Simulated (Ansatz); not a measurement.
Reaction (cleavage of the Si–Al bond): `C=C[SiH2][AlH2]` + HBr → `C=C[SiH2]Br` + `[AlH3]`

Gas-phase electronic energies from Ansatz, PBE0-D4/def2-TZVP geometries. CCSD(T)/CBS adds triple-zeta CCSD(T) − MP2 to the extrapolated MP2 energy (def2 sets, frozen cores). This one scheme is used for every species. DFT in def2-TZVPP. B3LYP here is the variant with VWN-RPA as its local correlation; programs differ in this. For Br outer-core shells are correlated without core-valence functions, which leaves a few kJ/mol of doubt a bond. Scalar relativity is left out up to krypton. One conformer a species, not always the lowest.

```json
{"level": "BLYP-D4", "ΔE (kcal/mol)": "-21.3", "difference from CCSD(T)/CBS": "1.9"}
{"level": "PBE0-D4", "ΔE (kcal/mol)": "-20.4", "difference from CCSD(T)/CBS": "2.8"}
{"level": "B3LYP-D4", "ΔE (kcal/mol)": "-22.4", "difference from CCSD(T)/CBS": "0.8"}
{"level": "r2SCANh-D4", "ΔE (kcal/mol)": "-22.3", "difference from CCSD(T)/CBS": "0.9"}
{"level": "r2SCAN0-D4", "ΔE (kcal/mol)": "-22.8", "difference from CCSD(T)/CBS": "0.4"}
{"level": "BHLYP-D4", "ΔE (kcal/mol)": "-24.5", "difference from CCSD(T)/CBS": "-1.3"}
{"level": "revPBE", "ΔE (kcal/mol)": "-18.7", "difference from CCSD(T)/CBS": "4.5"}
{"level": "r2SCAN0", "ΔE (kcal/mol)": "-22.8", "difference from CCSD(T)/CBS": "0.4"}
{"level": "LC-ωPBE", "ΔE (kcal/mol)": "-21.8", "difference from CCSD(T)/CBS": "1.4"}
{"level": "RPA@PBE/def2-TZVPP", "ΔE (kcal/mol)": "-21.5", "difference from CCSD(T)/CBS": "1.7"}
{"level": "HF/def2-SVP", "ΔE (kcal/mol)": "-25.1", "difference from CCSD(T)/CBS": "-1.9"}
{"level": "CCSD/def2-SVP", "ΔE (kcal/mol)": "-20.7", "difference from CCSD(T)/CBS": "2.5"}
{"level": "HF/def2-TZVPP", "ΔE (kcal/mol)": "-27.1", "difference from CCSD(T)/CBS": "-3.9"}
{"level": "MP2/def2-QZVPP", "ΔE (kcal/mol)": "-25.8", "difference from CCSD(T)/CBS": "-2.6"}
{"level": "HF/CBS(def2)", "ΔE (kcal/mol)": "-27.2", "difference from CCSD(T)/CBS": "-4.0"}
{"level": "CCSD/CBS(def2)", "ΔE (kcal/mol)": "-23.7", "difference from CCSD(T)/CBS": "-0.5"}
{"level": "CCSD(T)/CBS", "ΔE (kcal/mol)": "-23.2", "difference from CCSD(T)/CBS": "0"}
```

**Question.** What do rigid-rotor, harmonic-oscillator terms from PBE0-D4/def2-TZVP frequencies (298.15 K, 1 bar) make of the CCSD(T)/CBS value? (Best estimate.)

**Answer.** The calculation gave: ΔZPE = +0.6 kcal/mol, ΔH = -23.3 kcal/mol, ΔS = -17 J/(mol·K), ΔG = -22.0 kcal/mol. Modes under 50 cm⁻¹ make the entropy rough.

Largest T1 diagnostic among the species: 0.012.

From BLYP to BHLYP (50 % exact exchange), in def2-TZVPP and without D4, ΔE moves by −3.5 kcal/mol. In def2-TZVPP, CCSD(T) changes the Hartree–Fock value by +5.2 kcal/mol (the triples alone add +0.5 kcal/mol) and MP2 by +2.1 kcal/mol.
